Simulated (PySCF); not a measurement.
Al(H)(F)(OH) (AlFH2O), SMILES [OH][AlH][F].

Coordinates come from a PBE-D3(BJ)/def2-TZVP optimisation. Other conformers were not sampled.

All values below come from PySCF with PBE0/def2-TZVPD.

Symmetry labels are those of the subgroup Cs that the program uses (full group Cs).

Computed valence orbital energies around the gap with their symmetry:
```json
[
 {"orbital": "HOMO−7", "symmetry": "A'", "energy (eV)": "-27.53"},
 {"orbital": "HOMO−6", "symmetry": "A'", "energy (eV)": "-14.47"},
 {"orbital": "HOMO−5", "symmetry": "A'", "energy (eV)": "-12.93"},
 {"orbital": "HOMO−4", "symmetry": "A'", "energy (eV)": "-11.66"},
 {"orbital": "HOMO−3", "symmetry": "A\"", "energy (eV)": "-11.62"},
 {"orbital": "HOMO−2", "symmetry": "A'", "energy (eV)": "-10.15"},
 {"orbital": "HOMO−1", "symmetry": "A'", "energy (eV)": "-9.71"},
 {"orbital": "HOMO", "symmetry": "A\"", "energy (eV)": "-9.63"},
 {"orbital": "LUMO", "symmetry": "A'", "energy (eV)": "-0.69"},
 {"orbital": "LUMO+1", "symmetry": "A\"", "energy (eV)": "-0.58"},
 {"orbital": "LUMO+2", "symmetry": "A'", "energy (eV)": "0.59"},
 {"orbital": "LUMO+3", "symmetry": "A'", "energy (eV)": "1.02"}
]
```
